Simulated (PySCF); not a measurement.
## H2CoN, quintet: data card

Computed with UPBE0 in PySCF with Co def2-TZVP, N def2-TZVP, H def2-TZVP; no relativity; density-fitted integrals.

The structure is a minimum.

```xyz
4
charge 0 multiplicity 5, angstrom
Co    0.2956    0.0000   -0.1558
N    -1.2147    0.0000    0.6404
H    -2.1099    0.0000    1.1123
H     1.7027    0.0000   -0.8976
```

| Quantity | Value |
| --- | --- |
| Point group | C∞v |
| Bond lengths | Co–H 1.591 Å, Co–N 1.707 Å, N–H 1.012 Å |
| Bond angles | Co–N–H 180.0°, H–Co–N 180.0° |
| Atomisation energy without zero-point energy | 870 kJ/mol |
| Rotational constants | 0.3971 cm⁻¹ |
| Dipole moment | 2.04 D |
| Principal quadrupole moments (Buckingham, traceless) about the centre of mass | -2.36, 1.18, 1.18 D Å |
| Zero-point energy | 46.7 kJ/mol |
| Enthalpy at 298.15 K above 0 K | 12.36 kJ/mol |
| Spin squared ⟨S²⟩ | 6.030 |
| Heat capacity Cp at 298.15 K | 56.3 J/(mol K) |
| Entropy at 298.15 K and 1 bar (electronic part: spin only) | 255.6 J/(mol K) |
| Highest occupied level (α) | -7.67 eV |
| Principal polarisabilities | 23.8, 23.8, 61.2 bohr³ |
| Lowest empty level (β) | -2.78 eV |
| Rotational symmetry number | 1 |

Harmonic modes (masses in u: Co 58.933, N 14.003, H 1.008):
```json
{"symmetry": "π", "ω (cm⁻¹)": "267", "IR (km/mol, summed over degenerate members)": "11.2", "μ (u)": "1.04"}
{"symmetry": "π", "ω (cm⁻¹)": "542", "IR (km/mol, summed over degenerate members)": "382", "μ (u)": "1.27"}
{"symmetry": "σ+", "ω (cm⁻¹)": "769", "IR (km/mol, summed over degenerate members)": "0.0", "μ (u)": "8.48"}
{"symmetry": "σ+", "ω (cm⁻¹)": "1805", "IR (km/mol, summed over degenerate members)": "247", "μ (u)": "1.02"}
{"symmetry": "σ+", "ω (cm⁻¹)": "3608", "IR (km/mol, summed over degenerate members)": "27.3", "μ (u)": "1.08"}
```

In C∞v the vibrations span 2π + 3σ+.

Charges (e):
```json
{"atom": "Co1", "Mulliken": "0.36", "Löwdin": "0.35", "polar tensor": "0.54", "spin (Mulliken)": "2.81", "Mayer order to Co1": "–"}
{"atom": "N2", "Mulliken": "-0.45", "Löwdin": "-0.26", "polar tensor": "-0.37", "spin (Mulliken)": "1.31", "Mayer order to Co1": "1.48"}
{"atom": "H3", "Mulliken": "0.23", "Löwdin": "0.13", "polar tensor": "0.22", "spin (Mulliken)": "-0.03", "Mayer order to Co1": "0.03"}
{"atom": "H4", "Mulliken": "-0.14", "Löwdin": "-0.22", "polar tensor": "-0.40", "spin (Mulliken)": "-0.09", "Mayer order to Co1": "0.93"}
```
Other Mayer orders above 0.3: N–H 0.90.

Mulliken populations on Co1: s 6.89, p 12.35, d 7.40, f 0.00.

Outer orbital energies (eV). α occupied: -11.42, -11.42, -11.28, -10.06, -9.82, -8.04, -8.04, -7.67; empty: 0.43, 1.88, 1.88, 2.39. β occupied: -21.02, -12.78, -8.35, -7.91, -7.79, -7.79; empty: -2.78, -2.63, -2.62, -1.72.

This need not be the most stable arrangement of these atoms. Open d and f shells are described by one determinant, and the ground state may have another occupation or spin.

The final relaxation and frequency run took 66 s on 4 threads of a shared Arm Neoverse N1 host, with 88 basis functions and 13 gradients; the process peaked at 1 GiB. Launch command: `OMP_NUM_THREADS=4 python axn.py task.json out`.
